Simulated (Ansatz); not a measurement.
CH8SeSi2 (`[SiH3][SiH2]C[SeH]`), relaxed with RKS PBE-D4/def2-SVP in the Gaussian-basis code of Ansatz from a rough embedded geometry. The force threshold is 0.03 eV/Å; the program also tests the step.

The species carries charge 0 and has multiplicity 1.

Start:

```xyz
12

Si    0.057   -1.871    0.039
Si    0.879    0.137   -0.136
C    -0.342    1.335    0.576
Se   -1.961    1.429   -0.391
H    -0.200   -2.255    1.441
H     1.038   -2.901   -0.529
H    -1.195   -2.004   -0.700
H     1.126    0.474   -1.501
H     2.193    0.212    0.614
H     0.149    2.378    0.605
H    -0.551    1.059    1.627
H    -1.194    2.006   -1.644
```

Problem. How much energy does the relaxation release, and in how many steps? (Estimate.)

Solution. The calculation gave: 0.56 eV, in 11 steps.

Problem. Which bonds change most? (Estimate.)

Solution. Computed: Si1–Si2 from 2.177 to 2.355 Å; C3–Se4 from 1.888 to 1.981 Å; Se4–H12 from 1.578 to 1.486 Å; Si2–H8 from 1.428 to 1.509 Å.

Problem. Give the relaxed structure. (An estimate is asked.)

Solution. Ansatz gave: 
```xyz
12

Si   -0.021   -1.913   -0.070
Si    0.991    0.212   -0.137
C    -0.181    1.481    0.661
Se   -1.994    1.352   -0.127
H    -0.712   -2.098    1.256
H     1.039   -2.978   -0.204
H    -1.016   -2.095   -1.181
H     1.236    0.620   -1.569
H     2.323    0.205    0.575
H     0.189    2.524    0.598
H    -0.327    1.235    1.733
H    -1.528    1.455   -1.534
```
